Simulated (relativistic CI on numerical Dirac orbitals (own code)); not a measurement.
Hyperfine structure of F4+, mass number 19

Calculated at this level of theory: Dirac-Coulomb-Breit CI, separate exchange-only KLI orbitals for each configuration, QED by a radiative potential, valence Slater integrals scaled by 0.85, P86 correlation energy added to each configuration (own radial code, finite nucleus).

Configuration list (outside the closed core 1s2): 2s²2p, 2s2p², 2p³, 2s²3s, 2s²3p, 2s²3d, 2p²3s, 2p²3p, 2p²3d, 2s2p3s, 2s2p3p, 2s²4s, 2s²4p, 2s2p3d, 2s²4d, 2s²4f. Levels of other configurations are missing.

Nuclear spin I = 1/2, μ = 2.62832 μN (tables of Stone and Pyykkö). The electronic factors are computed for point nuclear moments, without core polarisation; leaving it out makes A of s and p electrons in near-neutral atoms 20 to 40 % too small, and it can dominate for d and f shells.

```csv
Level,E (eV),A (MHz)
2s²2p ²P°1/2,0.0000,18400
2s²2p ²P°3/2,0.0914,4048
2s2p² ⁴P1/2,10.9988,36810
2s2p² ⁴P3/2,11.0297,17270
2s2p² ⁴P5/2,11.0734,17650
2s2p² ²D5/2,19.0217,19500
2s2p² ²D3/2,19.0249,-5922
2s2p² ²S1/2,23.8289,70420
```

Levels with J = 0, under 50 % of one LS term, or S terms without an open s electron are left out. Small factors come from cancelling terms and can be off by tens of per cent or more.

At this charge configurations can still be misplaced by up to about 7 % of their energy. 30 of the 37 excited levels that our extract of the measured tables holds in this range could be paired (the sources list more); they are missed by 3410 cm⁻¹ on average and 16724 at most, and levels without a partner can miss by more.

Task: Give the hyperfine levels of 2s²2p ²P°1/2 relative to its centre of gravity.

Result: With K = F(F + 1) − I(I + 1) − J(J + 1), E = AK/2: F = 0: -13800, F = 1: 4599 MHz.

LS names give the leading component of a level, which can be under half, so a name can repeat, a term be missing and a line seem to break the LS rules.
